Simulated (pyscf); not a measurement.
H₂Si=SiH–SiH₃ → H₃Si–Si:–SiH₃ [singlet] (hydrogen shift; singlet surface; H–Si broken, H–Si formed). PySCF, gas phase, ωB97X-D3(BJ)/def2-SVP geometries. MP2 and CC: frozen core, UHF for open shells. ΔMP2 is the change of the MP2 total energy from the triple- to the quadruple-zeta basis. Energies in kJ/mol from the reactant's lowest minimum found.

```json
[
 {"level": "ωB97X-D3(BJ)/def2-TZVP", "barrier": "53.1", "reaction energy": "+30.4"},
 {"level": "r²SCAN/def2-TZVP", "barrier": "52.9", "reaction energy": "+47.3"},
 {"level": "B3LYP-D3(BJ)/def2-TZVP", "barrier": "(withheld)", "reaction energy": "+33.0"},
 {"level": "PBE0-D3(BJ)/def2-TZVP", "barrier": "49.4", "reaction energy": "+37.6"},
 {"level": "M06-2X/def2-TZVP", "barrier": "45.9", "reaction energy": "+26.1"},
 {"level": "HF/def2-TZVP", "barrier": "83.6", "reaction energy": "+15.8"},
 {"level": "CCSD(T)/def2-TZVPP + ΔMP2(QZVPP)", "barrier": "(withheld)", "reaction energy": "(withheld)"}
]
```

Q: Fill in the missing entries.

A: 
- B3LYP-D3(BJ)/def2-TZVP, barrier: 54.6
- CCSD(T)/def2-TZVPP + ΔMP2(QZVPP), barrier: 60.3
- CCSD(T)/def2-TZVPP + ΔMP2(QZVPP), reaction energy: +34.5

H₂Si=SiH–SiH₃ lies 45.7 kJ/mol over its isomer cyclic H₆Si₃ (SMILES [SiH2]1[SiH2][SiH2]1), and others may lie lower still (electronic energy, ωB97M-D3(BJ)). H₃Si–Si:–SiH₃ [singlet] lies 66.7 kJ/mol over its isomer cyclic H₆Si₃ (SMILES [SiH2]1[SiH2][SiH2]1), and others may lie lower still (electronic energy, ωB97M-D3(BJ)). One saddle was located; it need not be the lowest between these sides. The CCSD(T) − MP2 part came from Ansatz, without density fitting, on the same reference.
